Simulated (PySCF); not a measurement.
AlH₅OP₂.

```xyz
9

Al     0.3280    -0.1893    -0.1070
O      1.7730    -0.9099    -0.6610
H      2.4809    -1.3049    -0.1446
P     -0.1266     0.0543     2.1815
H      0.2723    -1.2858     2.4881
H     -1.5058    -0.2854     2.0138
P     -0.9807     0.7865    -1.7745
H     -2.2083     0.3701    -1.1688
H     -0.8789    -0.3666    -2.6143
```
Charge 0, spin multiplicity 1.

Coordinates come from a B3LYP-D3(BJ)/def2-SVP optimisation. The structure was generated by enumeration; whether it is a known compound was not checked. Other conformers were not sampled.

All values below come from PySCF with PBE0/pcSseg-1. Non-relativistic, no solvent.

Task: Give the absolute GIAO shielding of each atom: isotropic value and principal components (ppm). (Estimate from the structure and the level; the computed values follow.)

Result: 
```csv
atom,σ(iso),σ11,σ22,σ33,span
Al1,327.2,233.7,341.7,406.0,172.3
O2,242.6,159.1,272.7,296.1,137.0
H3,28.1,22.1,22.5,39.7,17.6
P4,608.2,536.6,622.6,665.4,128.9
H5,30.1,25.4,26.8,38.2,12.7
H6,30.2,25.3,27.7,37.7,12.4
P7,615.0,540.7,629.4,675.0,134.3
H8,30.3,25.4,27.8,37.9,12.5
H9,29.8,24.9,26.6,38.1,13.2
```
